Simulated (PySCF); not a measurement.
Name the molecule from its bond curve

A diatomic of charge 0 contains La. Its doublet curve at ROHF-CCSD(T) in a double-zeta basis (spin-free X2C with a Gaussian nucleus, PySCF), in eV from the separated fragments:

| R (Å) | E (eV) |
| --- | --- |
| 1.742 | -3.163 |
| 1.820 | -3.665 |
| 1.878 | -3.882 |
| 1.936 | -3.993 |
| 1.994 | -4.018 |
| 2.071 | -3.949 |
| 2.168 | -3.741 |
| 2.284 | -3.376 |

The fit gives ωe = 716 cm⁻¹ and the rotational constant Bₑ = 0.3875 cm⁻¹.

Task: Which atom is the partner?

Result: The minimum lies at 1.985 Å, so the reduced mass is 16.8576 u Å² cm⁻¹/(Bₑ·Re²) = 11.04 u. With La at 138.91 u the partner weighs about 12.0 u: C. The molecule is LaC.

Correlated steps freeze 19 core orbitals. Spin–orbit coupling is left out. The state is the lowest single determinant that the PBE0 search found; with open d or f shells the true ground state can be another one.
